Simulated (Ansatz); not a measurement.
C2H6BrNSi (`C[Si]1(Br)CN1`) at its PBE0-D4/def2-TZVP geometry, where that method's forces vanish. Charge 0, multiplicity 1.

```csv
atom,x (Å),y (Å),z (Å)
C1,-0.926,1.294,-0.576
Si2,0.401,0.327,0.281
Br3,1.868,1.714,1.184
C4,0.824,-1.391,-0.155
N5,0.110,-1.106,1.138
H6,-0.495,1.956,-1.329
H7,-1.473,1.908,0.142
H8,-1.624,0.609,-1.062
H9,0.244,-1.877,-0.941
H10,1.812,-1.827,-0.031
H11,-0.740,-1.605,1.349
```

(1) For each bond, give half the difference of the two atoms' forces along it (eV/Å; positive pushes the atoms apart) under PBE-D4, r2SCAN-D4, B3LYP-D4, ωB97M-V in def2-TZVPP. (Estimate.)

Answers

(1) Computed: 
```json
{"bond": "C1–Si2", "length (Å)": "1.851", "PBE-D4": "-0.12", "r2SCAN-D4": "-0.03", "B3LYP-D4": "0.03", "ωB97M-V": "0.00"}
{"bond": "C1–H6", "length (Å)": "1.092", "PBE-D4": "0.10", "r2SCAN-D4": "-0.01", "B3LYP-D4": "-0.05", "ωB97M-V": "-0.05"}
{"bond": "C1–H7", "length (Å)": "1.092", "PBE-D4": "0.11", "r2SCAN-D4": "0.00", "B3LYP-D4": "-0.04", "ωB97M-V": "-0.04"}
{"bond": "C1–H8", "length (Å)": "1.092", "PBE-D4": "0.10", "r2SCAN-D4": "-0.01", "B3LYP-D4": "-0.05", "ωB97M-V": "-0.04"}
{"bond": "Si2–Br3", "length (Å)": "2.212", "PBE-D4": "0.06", "r2SCAN-D4": "0.05", "B3LYP-D4": "0.15", "ωB97M-V": "0.00"}
{"bond": "Si2–C4", "length (Å)": "1.822", "PBE-D4": "0.25", "r2SCAN-D4": "0.10", "B3LYP-D4": "0.13", "ωB97M-V": "0.08"}
{"bond": "Si2–N5", "length (Å)": "1.695", "PBE-D4": "0.32", "r2SCAN-D4": "0.10", "B3LYP-D4": "0.09", "ωB97M-V": "0.05"}
{"bond": "C4–N5", "length (Å)": "1.505", "PBE-D4": "0.24", "r2SCAN-D4": "0.30", "B3LYP-D4": "0.35", "ωB97M-V": "0.29"}
{"bond": "C4–H9", "length (Å)": "1.091", "PBE-D4": "0.04", "r2SCAN-D4": "-0.08", "B3LYP-D4": "-0.13", "ωB97M-V": "-0.11"}
{"bond": "C4–H10", "length (Å)": "1.087", "PBE-D4": "0.07", "r2SCAN-D4": "-0.05", "B3LYP-D4": "-0.13", "ωB97M-V": "-0.12"}
{"bond": "N5–H11", "length (Å)": "1.007", "PBE-D4": "0.15", "r2SCAN-D4": "-0.04", "B3LYP-D4": "-0.11", "ωB97M-V": "-0.11"}
```

B3LYP here is the variant with VWN-RPA as its local correlation; programs differ in this.
